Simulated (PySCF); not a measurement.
Mo (molybdenum, neutral) across methods

[Kr] 4d5 5s1, high-spin 7S determinant. Computed with PySCF 2.14 in aug-cc-pVDZ-PP with ECP28MDF (5s5p4d2f, 54 functions), with scalar relativity through the core potential.

```
method  E (hartree)  mean ε 4p β (eV)  mean ε 5s α (eV)  mean ε 4d α (eV)  Σ⟨r²⟩ (bohr²)    ⟨S²⟩
   LDA     -67.7218           -36.291            -4.898            -4.659          52.03  12.000
r2SCAN     -67.9235           -36.731            -4.963            -4.787          51.11  12.001
PBEsol     -67.7790           -36.160            -4.733            -4.556          51.82  12.000
   UHF    -67.34420           -43.422            -6.483            -9.358          51.68  12.003
   PBE     -67.8940           -36.214            -4.670            -4.546          51.93  12.000
 HSE06     -67.8757           -37.868            -4.845            -5.428          51.56  12.001
  BLYP     -67.8348           -36.219            -4.437            -4.234          52.24  12.000
 B3LYP     -67.8940           -38.016            -5.034            -5.432          51.76  12.000
```

(1) Estimate the same row for PBE0.

Energies and moments cover only the electrons outside the core potential.

Results:

(1) E (hartree) = -67.8769; mean ε 4p β (eV) = -38.265; mean ε 5s α (eV) = -5.208; mean ε 4d α (eV) = -5.839; Σ⟨r²⟩ (bohr²) = 51.43; ⟨S²⟩ = 12.001.
